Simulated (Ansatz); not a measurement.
`CC[SiH2]Br` and `CC[SiH2]O` differ in one atom or group.

Ansatz, PBE0-D4/def2-TZVP geometries, multiplicity 1. Each molecule was computed in one conformer, which needn't be the lowest.

Scalar relativity is left out up to krypton. Spin–orbit coupling is left out; it splits and shifts lone-pair levels of the heavy atoms by tenths of an eV.

| property | `CC[SiH2]Br` |
| --- | --- |
| zero-point energy (PBE0-D4/def2-TZVP) / kJ/mol | 219.7 |
| HOMO–LUMO gap (ωB97M-V/def2-TZVPP) / eV | 12.15 |
| HOMO energy (PBE/def2-TZVPP) / eV | -6.88 |
| LUMO energy (PBE0/def2-TZVPP) / eV | 0.05 |
| LUMO energy (B3LYP/def2-TZVPP) / eV | -0.17 |
| HOMO energy (PBE0/def2-TZVPP) / eV | -8.14 |

Task: Give the same properties after the change, and the shifts. (An estimate is asked.)

Result: The calculation gave: 
```tsv
property	`CC[SiH2]O`	shift
zero-point energy (PBE0-D4/def2-TZVP) / kJ/mol	253.0	33.3
HOMO–LUMO gap (ωB97M-V/def2-TZVPP) / eV	12.26	0.11
HOMO energy (PBE/def2-TZVPP) / eV	-6.67	0.21
LUMO energy (PBE0/def2-TZVPP) / eV	0.38	0.33
LUMO energy (B3LYP/def2-TZVPP) / eV	0.07	0.24
HOMO energy (PBE0/def2-TZVPP) / eV	-8.05	0.09
```

With PBE0 the HOMO rises by 0.09 eV and the LUMO rises by 0.33 eV, so the gap widens by about 0.24 eV. PBE moves the HOMO by 0.21 eV and ωB97M-V by 0.02 eV. The zero-point energy changes by 33.3 kJ/mol with +3 modes.

B3LYP here is the variant with VWN-RPA as its local correlation; programs differ in this.
